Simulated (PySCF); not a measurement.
## NbH5: breathing scan

Level of theory: PySCF, PBE0, basis Nb def2-TZVP with ECP28, H def2-TZVP (scalar-relativistic core potentials, no spin–orbit coupling, density fitting).

Rigid scan from the singlet minimum (Nb–H 1.715 Å (×2), Nb–H 1.749 Å (×2), Nb–H 1.774 Å; H–Nb–H 64.4°, H–Nb–H 70.6° (×2), H–Nb–H 102.3°, H–Nb–H 116.8° (×2), H–Nb–H 118.1° (×2), H–Nb–H 119.9° (×2)). Coordinate: all bonds to the central atom scaled together. Energies in kJ/mol from the minimum.

(1) Predict the curve at 0.88, 0.92, 0.96, 1.00, 1.04, 1.08, 1.14, 1.22, 1.35.

Results:

(1) 
```csv
scale of all bonds to the centre,E (kJ/mol),dipole size (D)
0.88,181.6,1.61
0.92,74.1,1.62
0.96,17.0,1.61
1.00,0.0,1.60
1.04,14.4,1.58
1.08,53.1,1.56
1.14,144.3,1.52
1.22,304.8,1.47
1.35,605.1,1.38
```

At long bonds a restricted determinant can lie too high, and another spin state can fall below this curve.

Other isomers or separated fragments may lie lower.

The scan took 7.9 s on 2 threads of a shared Arm Neoverse V1 host; the process peaked at 1.1 GiB.
